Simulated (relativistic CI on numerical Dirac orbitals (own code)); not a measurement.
Radial Dirac CI calculation of K³⁺.

Command:

```sh
python run_levels.py task.json out
```

Input:

```
atom K  Z=19  charge=3  electrons=16
nucleus A=39  rms_radius_fm=3.4349
hamiltonian dirac-coulomb  breit=on  qed=on  c_scale=1
orbitals kli  potential=per-configuration
slater_scale 1
correlation none
mixing on
grid step=0.0125 r_max=25.7
scf mixing=0.4 start=green max_iterations=150 tolerance=2e-08 node_fill=0.05
configurations
  [Ne] 3s2 3p4
  [Ne] 3s 3p5
  [Ne] 3s2 3p3 3d
  [Ne] 3p6
  [Ne] 3s2 3p2 3d2
end
```

Output:

```
SCF 1: [Ne] 3s2 3p4
 iter      energy (Ha)   residual   last orbital (Ha)
    1      -594.063961   1.54e+00     -3.31371
    2      -597.625132   6.91e-01     -2.64693
    3      -598.568050   3.29e-02     -2.24303
    4      -598.569229   3.42e-02     -2.30529
    5      -598.571275   2.08e-03     -2.28605
    6      -598.571290   1.49e-04     -2.28283
    7      -598.571291   4.19e-05     -2.28296
    8      -598.571292   5.24e-07     -2.28304
    9      -598.571292   2.68e-07     -2.28303
   10      -598.571292   1.81e-09     -2.28303
SCF 2: [Ne] 3s 3p5
 iter      energy (Ha)   residual   last orbital (Ha)
    1      -593.180106   1.55e+00     -3.31371
    2      -596.848982   6.92e-01     -2.62521
    3      -597.790853   3.44e-02     -2.21580
    4      -597.792717   3.50e-02     -2.28050
    5      -597.794832   2.45e-03     -2.26057
    6      -597.794855   1.42e-04     -2.25658
    7      -597.794857   3.91e-05     -2.25670
    8      -597.794858   9.84e-07     -2.25678
    9      -597.794858   2.06e-07     -2.25678
   10      -597.794858   1.93e-09     -2.25678
SCF 3: [Ne] 3s2 3p3 3d
 iter      energy (Ha)   residual   last orbital (Ha)
    1      -593.010649   1.54e+00     -2.16832
    2      -596.689985   6.85e-01     -1.58447
    3      -597.603864   3.44e-02     -1.29414
    4      -597.607369   2.41e-02     -1.32405
    5      -597.608624   1.53e-03     -1.32458
    6      -597.608648   1.27e-04     -1.32221
    7      -597.608649   3.11e-05     -1.32229
    8      -597.608650   4.32e-07     -1.32233
    9      -597.608650   1.12e-07     -1.32233
   10      -597.608650   3.62e-09     -1.32233
SCF 4: [Ne] 3p6
 iter      energy (Ha)   residual   last orbital (Ha)
    1      -592.136768   1.57e+00     -3.31371
    2      -595.937101   6.91e-01     -2.60470
    3      -596.878144   3.65e-02     -2.19303
    4      -596.881088   3.41e-02     -2.25671
    5      -596.883240   2.77e-03     -2.23859
    6      -596.883261   1.86e-04     -2.23369
    7      -596.883263   6.24e-05     -2.23384
    8      -596.883265   1.23e-06     -2.23394
    9      -596.883265   1.13e-07     -2.23394
   10      -596.883265   2.10e-09     -2.23394
SCF 5: [Ne] 3s2 3p2 3d2
 iter      energy (Ha)   residual   last orbital (Ha)
    1      -591.910633   1.55e+00     -2.16832
    2      -595.717733   6.70e-01     -1.57462
    3      -596.598115   3.46e-02     -1.30346
    4      -596.604005   2.43e-02     -1.34947
    5      -596.605417   2.19e-03     -1.34350
    6      -596.605452   1.45e-04     -1.34004
    7      -596.605453   6.99e-05     -1.34015
    8      -596.605454   3.98e-07     -1.34025
    9      -596.605454   4.68e-07     -1.34025
   10      -596.605454   4.18e-09     -1.34025
orbital energies (Ha): 1s -131.2764  2s -14.9536  2p1/2 -12.3312  2p3/2 -12.2245  3s -2.9330  3p1/2 -2.2948  3p3/2 -2.2830
configuration averages (Ha): Dirac-Coulomb, Breit, QED
  3s2 3p4                       -598.571292    0.159142    0.105376
  3s 3p5                        -597.794858    0.159123    0.104820
  3s2 3p3 3d                    -597.608650    0.158447    0.105406
  3p6                           -596.883265    0.159110    0.104263
  3s2 3p2 3d2                   -596.605454    0.157737    0.105435
levels: no., configuration, term, J, E (cm-1), weight
   1 3s2 3p4                3P   2                0.0  0.98
   2 3s2 3p4                3P   1             1663.5  0.98
   3 3s2 3p4                3P   0             2283.2  0.97
   4 3s2 3p4                1D   2            19478.7  0.98
   5 3s2 3p4                1S   0            31502.1  0.94
   6 3s 3p5                 3P*  2           138338.7  0.76
   7 3s 3p5                 3P*  1           139821.3  0.76
   8 3s 3p5                 3P*  0           140613.8  0.76
   9 3s2 3p3 3d             1P*  1           178049.9  0.54
  10 3s2 3p3 3d             5D*  0           180744.4  1.00
  11 3s2 3p3 3d             5D*  1           180751.4  1.00
  12 3s2 3p3 3d             5D*  2           180765.2  1.00
  13 3s2 3p3 3d             5D*  3           180787.5  1.00
  14 3s2 3p3 3d             5D*  4           180824.6  1.00
lowest total energy -598.404544 Ha
end: converged
```

With so few configurations and no correlation, terms lie too far apart (by 10 to 50 % or more near neutrality), their order can be wrong, and levels of other configurations are missing.
